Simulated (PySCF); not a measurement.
Correlation energy of Ar²⁺ (argon, charge +2)

[Ne] 3s2 3p4, high-spin 3P determinant. All numbers are calculated (PySCF 2.14, no relativity, point nucleus, in aug-cc-pV(T+d)Z with one added diffuse shell each of s, p, d, f type (7s6p5d3f, 71 functions)). Frozen: [Ne]; 6 electrons correlated.

| level | correlation energy (mhartree) |
| --- | --- |
| CCSD | -158.50 |
| (T) | -4.27 |
| CCSD(T) | -162.77 |

Diagnostics: T1 = 0.0080, D1 = 0.0260, largest double amplitude 0.043.

Cost of the coupled-cluster step: about 4 core-seconds, for 6 correlated electrons.

Iterations:

```
CC2 = 0
CCSD nocc = (np.int64(4), np.int64(2)), nmo = (66, 66)
frozen orbitals [[0, 1, 2, 3, 4], [0, 1, 2, 3, 4]]
max_cycle = 100
direct = 0
conv_tol = 1e-08
conv_tol_normt = 1e-06
diis_space = 8
diis_start_cycle = 0
Init t2, MP2 energy = -0.132226166251734
Init E_corr(UCCSD) = -0.132226166255539
cycle = 1  E_corr(UCCSD) = -0.152068973254011  dE = -0.019842807  norm(t1,t2) = 0.0401867
cycle = 2  E_corr(UCCSD) = -0.156487936272404  dE = -0.00441896302  norm(t1,t2) = 0.013275
cycle = 3  E_corr(UCCSD) = -0.158550257338457  dE = -0.00206232107  norm(t1,t2) = 0.00529003
cycle = 4  E_corr(UCCSD) = -0.158491960673438  dE = 5.8296665e-05  norm(t1,t2) = 0.00060483
cycle = 5  E_corr(UCCSD) = -0.158495426953281  dE = -3.46627984e-06  norm(t1,t2) = 7.67057e-05
cycle = 6  E_corr(UCCSD) = -0.158495368105587  dE = 5.88476939e-08  norm(t1,t2) = 1.34027e-05
cycle = 7  E_corr(UCCSD) = -0.158495447986092  dE = -7.98805047e-08  norm(t1,t2) = 2.73504e-06
cycle = 8  E_corr(UCCSD) = -0.158495475493886  dE = -2.75077942e-08  norm(t1,t2) = 6.1513e-07
cycle = 9  E_corr(UCCSD) = -0.158495461794254  dE = 1.36996316e-08  norm(t1,t2) = 1.25449e-07
cycle = 10  E_corr(UCCSD) = -0.15849546336959  dE = -1.57533586e-09  norm(t1,t2) = 2.86553e-08
UCCSD converged
E(UCCSD) = -525.4676159073454  E_corr = -0.1584954633695902
UCCSD(T) correction = -0.0042662690832766
```
